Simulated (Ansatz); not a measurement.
## Counterpoise correction, worked out

The pair of Cu⁺ (SMILES [Cu+], atom 1) and SiNH₅ (SMILES [SiH3]N, atoms 2–8), both closed shells, in one local arrangement (a lower one may exist), relaxed at PBE0-D4/def2-TZVP:

```csv
atom,x (Å),y (Å),z (Å)
Cu1,-0.4075,-1.4639,-1.7898
Si2,-0.4069,0.3182,0.8057
N3,0.5247,-0.1695,-0.6882
H4,-1.6704,0.8762,0.2831
H5,-0.6041,-0.9464,1.5425
H6,0.3998,1.3051,1.5505
H7,1.4310,-0.5635,-0.4372
H8,0.7336,0.6438,-1.2665
```

Ansatz 0.2.0; basis: def2-TZVPPD; cores frozen in the correlated methods. The 3s and 3p shells of Cu and Zn are frozen; filled d shells are correlated.

CCSD(T) total energies in eV:

| system | geometry | basis functions | energy |
| --- | --- | --- | --- |
| pair | pair | all | -54039.72484 |
| Cu⁺ | as in the pair | all (partner as ghosts) | -44602.02117 |
| SiNH₅ | as in the pair | all (partner as ghosts) | -9435.36636 |
| Cu⁺ | as in the pair | its own | -44601.95759 |
| SiNH₅ | as in the pair | its own | -9435.34447 |
| Cu⁺ | free (PBE0-D4 minimum) | its own | -44601.95759 |
| SiNH₅ | free (PBE0-D4 minimum) | its own | -9435.50779 |

(1) Work out the interaction energy with and without the counterpoise correction, the superposition error, and the binding energy from the relaxed fragments.

No T1 diagnostic of these runs exceeds 0.022.

Results:

(1) Without correction: -54039.72484 − (-44601.95759) − (-9435.34447) = -2.42278 eV.
With correction (each fragment in the whole basis): -54039.72484 − (-44602.02117) − (-9435.36636) = -2.33731 eV = -53.90 kcal/mol.
The superposition error is the difference, 0.08547 eV, 4 % of the uncorrected value: each fragment borrows its partner's functions.
Deformation from the free shapes: 0.00000 eV for Cu⁺ and 0.16332 eV for SiNH₅.
Binding energy from relaxed fragments: -2.33731 + 0.00000 + 0.16332 = -2.17399 eV = -50.13 kcal/mol (electronic, without zero-point energy; negative means bound). For comparison, the corrected interaction energy by CCSD(T) at an estimated basis limit (MP2 extrapolated from triple and quadruple zeta, plus CCSD(T) − MP2 in triple zeta) is -2.502 eV; triple zeta with the correction binds less.

For scale, one of the runs: CCSD(T)/def2-TZVPPD, 237 basis functions, launched by `ansatz run in.yaml --threads 4 --pin off --events-out ev --progress --plain --max-ram 9574MiB`. Time: 70 s of wall clock on 4 CPU threads of an Arm Neoverse V2; the host was shared. Peak host memory: 4.1 GiB.
